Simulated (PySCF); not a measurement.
H2Si2, SMILES [Si]=[SiH2] (connectivity only; charge and spin as stated), neutral, multiplicity 1.

Coordinates come from a TPSSh-D3(BJ)/def2-TZVP optimisation. The isomer is the one that the SMILES or the coordinates give; other isomers of the formula were not compared.

Level of theory: PySCF with TDA-M06-2X/def2-TZVPD.

Vertical excitations. Isolated molecule, no solvent. State labels are in the subgroup C2v.

Computed lowest excited states:
```csv
state,symmetry,energy (eV),λ (nm),f,main pairs
S1,A2,0.64,1926,0.000,HOMO→LUMO 99 %
S2,B2,2.28,544,0.005,HOMO−1→LUMO 98 %
S3,A1,4.02,308,0.226,HOMO→LUMO+1 84 %
S4,B1,4.12,301,0.007,HOMO−1→LUMO+1 95 %
S5,B1,4.87,254,0.005,"HOMO→LUMO+2 63 %, HOMO→LUMO+3 25 %"
S6,B1,5.03,246,0.120,"HOMO→LUMO+3 67 %, HOMO→LUMO+2 27 %"
S7,A2,5.83,213,0.000,HOMO→LUMO+5 94 %
S8,B1,5.89,210,0.321,HOMO→LUMO+4 85 %
S9,A1,6.21,200,0.016,"HOMO−2→LUMO 69 %, HOMO−1→LUMO+2 17 %"
S10,B2,6.31,197,0.120,HOMO→LUMO+6 91 %
T1,A2,0.25,4894,0,HOMO→LUMO 99 %
T2,B2,1.36,913,0,HOMO−1→LUMO 97 %
T3,A1,1.89,656,0,HOMO→LUMO+1 98 %
T4,B1,3.51,354,0,HOMO−1→LUMO+1 98 %
```
Triplets are in the Tamm–Dancoff approximation.
